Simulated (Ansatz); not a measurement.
Energy needed to pull apart GeH$_{2}$SO (SMILES [OH][Ge][SH]), singlet, into free ground-state atoms, from the structure below (displaced at random from a GFN2-xTB minimum); no zero-point or spin–orbit terms; open-shell atoms are treated unrestricted, in their ground-state multiplicity.

O1  (-1.348, -0.939, 0.405)
Ge2  (-0.888, 0.679, 0.049)
S3  (1.294, 0.355, -0.389)
H4  (-0.742, -1.744, 0.408)
H5  (1.621, 1.706, -0.563)
(Å)

Computed with Ansatz 0.2.0 (basis: def2-TZVPP); correlated methods freeze the cores. Filled d shells of the heavier atoms are correlated. The def2 sets are not built for correlating such inner shells, so the correlated values are less sure here.

```tsv
method	atomization energy (eV)
PBE-D4	16.73
r2SCAN-D4	16.37
B97M-V	16.43
PBE0-D4	?
BHLYP-D4	15.35
wB97M-V	16.31
HF	?
MP2	16.11
CCSD	15.33
CCSD(T)	15.73
```

Problem. What does HF give? (To be estimated.)

Solution. By the calculation: 10.37 eV, which is about 5.36 eV less than CCSD(T)/def2-TZVPP.

Problem. What does PBE0-D4 give? (An estimate is asked for; the value comes from the calculation.)

Solution. Computed: 16.09 eV, which is about 0.35 eV more than CCSD(T)/def2-TZVPP.

In triple zeta the MP2 and coupled-cluster atomization energies are still short of their basis limit by a few kcal/mol a bond, whereas those of the functionals are nearly converged, so these differences are not deviations from converged CCSD(T).

T1 diagnostic: at most 0.015.

For scale, one of the runs: CCSD(T)/def2-TZVPP forces, 149 basis functions (an equivalent command: `ansatz run in.yaml --threads 4`). Hardware: 4 CPU threads, shared host. Wall time 92 s; peak host memory 1.6 GiB.
